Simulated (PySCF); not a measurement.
Species: ZnMePh, C7H8Zn (singlet state).
Geometry (PBE0-D3(BJ)/def2-SVP, Å), atoms numbered from 1 in this order:
```
atom  x, y, z in Å
Zn1    0.0013   -0.0440    1.9198
C2    -0.0050   -0.0707    3.8620
H3     0.9755   -0.3758    4.2624
H4    -0.7563   -0.7763    4.2521
H5    -0.2372    0.9247    4.2744
C6     0.0010   -0.0050   -0.0224
C7    -1.1955   -0.0783   -0.7570
C8    -1.2029   -0.0509   -2.1519
C9    -0.0027    0.0514   -2.8533
C10    1.1995    0.1257   -2.1516
C11    1.1955    0.0973   -0.7567
H12   -2.1570   -0.1587   -0.2386
H13   -2.1504   -0.1092   -2.6947
H14   -0.0041    0.0731   -3.9462
H15    2.1455    0.2056   -2.6940
H16    2.1583    0.1573   -0.2378
```

Method used: PBE0-D3(BJ)/def2-SVP geometry optimisation, gas phase in PySCF 2.14.0.

(1) Which atoms are bound to Zn1, and at what distances?

(2) What is the shape at Zn1?

(3) What are the other bond lengths?

(4) Give some angles away from the centre.

(5) What are the rotational constants (commonest isotopes, rigid rotor)?

## Answers

(1) 2 atoms: C2 1.942 Å, C6 1.943 Å. The nearest atom not counted as bound is H5, at 2.56 Å (others tie with it).

(2) Linear: angle 179.6°.

(3) C2–H3, C2–H4, C2–H5 1.102 Å; C6–C7, C6–C11 1.406 Å; C7–C8, C10–C11 1.395 Å; C7–H12, C11–H16 1.095 Å; C8–C9, C9–C10 1.394 Å; C8–H13, C10–H15 1.093 Å; C9–H14 1.093 Å.

(4) Zn1–C6–C7 121.4°, C7–C6–C11 117.0°, C6–C7–C8 121.7°, C7–C8–C9 120.0°, C8–C9–C10 119.5°.

(5) A = 5537, B = 727.2, C = 645.4 MHz: a near-prolate asymmetric top.

Point group: near Cs, missed by 0.29 Å at most; the miss may be what the optimiser left on a soft mode. Charge 0, singlet. PBE0-D3(BJ)/def2-SVP frequencies: not computed here.
